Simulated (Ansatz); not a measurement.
Stepwise reaction of `[F][Al]([F])[SeH]` with water, as a gas-phase model of exchange steps in deposition or etching. ΔE in kJ/mol; ΔG adds harmonic PBE0-D4 terms to CCSD(T)/CBS, at 1 bar.

Program: Ansatz. Geometries: PBE0-D4/def2-TZVP. ΔE: electronic, gas phase. CCSD(T)/CBS is the MP2 limit (def2-TZVPP, def2-QZVPP) plus CCSD(T) − MP2 in def2-TZVPP, frozen cores. This one scheme is used for every species. Functionals use def2-TZVPP. B3LYP here is the variant with VWN-RPA as its local correlation; programs differ in this. For Se outer-core shells are correlated without core-valence functions, which leaves a few kJ/mol of doubt a bond. Scalar relativity is left out up to krypton. One conformer a species, not always the lowest.

| step | reaction | PBE-D4 | B3LYP-D4 | ωB97M-V | CCSD(T)/CBS | ΔG(500 K) |
| --- | --- | --- | --- | --- | --- | --- |
| 1 | `[F][Al]([F])[SeH]` + H₂O → `[OH][Al]([F])[SeH]` + H–F | 45.5 | 47.0 | 46.5 | 46.9 | 47.3 |
| 2 | `[OH][Al]([F])[SeH]` + H₂O → `[OH][Al]([OH])[SeH]` + H–F | 49.1 | 50.8 | 50.5 | 50.6 | 49.9 |

**Question.** By hand: ΔE of the 2 steps together at CCSD(T)/CBS.

**Answer.** (46.9) + (50.6) = 97.5 kJ/mol, or 48.8 kJ/mol a step.

In ΔE the steps differ by no more than 3.7 kJ/mol. All are uphill at CCSD(T)/CBS. ΔG lies between 47.3 and 49.9 kJ/mol a step. PBE-D4 differs from CCSD(T)/CBS by -1.5 to -1.4 kJ/mol a step. Isolated molecules leave out the surface, adducts and barriers. Largest T1 diagnostic: 0.011.
